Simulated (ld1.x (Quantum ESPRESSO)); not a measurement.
**Pd (Z = 46): TM pseudisation with PBE, scalar-relativistic reference atom.**

```json
{
 "Element": "Pd (Z = 46)",
 "Generator": "ld1.x (Quantum ESPRESSO) 7.5",
 "Type": "norm-conserving Troullier–Martins (Kleinman–Bylander form)",
 "Functional": "PBE",
 "Relativity": "scalar-relativistic",
 "Frozen core": "[Kr]",
 "Valence charge": "10",
 "Reference configuration": "4d9.75 5s0 5p0 (charge +0.25)",
 "Partial waves": "5p (bound, empty): rc 3.30 bohr; 4d (bound): rc 1.25 bohr; 5s (bound, empty): rc 2.00 bohr",
 "Local potential": "the s channel",
 "Core correction": "a·sin(br)/r model core, default radius (core density twice the valence density)"
}
```

Results:

```json
{
 "Cutoffs needed": "70 Ry and 90 Ry (the cutoffs (Ry, on a coarse ladder) from which the occupation-weighted sum of valence levels, in a spherical-Bessel basis at the reference potential, stays within 10 and 1 mRy of its value at 400 Ry)",
 "Ghost test": "no extra level below or beside the all-electron valence levels (p, d, s, f tested) (spherical-Bessel basis up to 400 Ry, 20 bohr box)",
 "Largest excitation error": "-2699 meV (all-electron minus pseudo) for 4d6 5s0 5p0, out of 7 test configurations"
}
```

Generation and tests took about 1.1 s on one core of a shared server CPU.
